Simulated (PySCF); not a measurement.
A structure optimised at B3LYP-D3(BJ)/def2-SVP, used in a PySCF frequency run:

```xyz
9

C     -0.2298     1.9815     0.0000
C      0.1520     0.8103     0.0000
C      0.5660    -0.5030     0.0000
C     -0.3666    -1.6745     0.0000
H     -0.5572     3.0035     0.0000
H      1.6445    -0.7012     0.0000
H     -0.1990    -2.3163    -0.8845
H     -0.1990    -2.3163     0.8845
H     -1.4185    -1.3557     0.0000
```
Charge 0, spin multiplicity 2.

Task: Write its SMILES, formula and point group.

Result: C#C[CH]C, C4H5, Cs

Task: What are its rotational constants (standard atomic weights)?

Result: 38.612, 4.3814, 4.0340 GHz
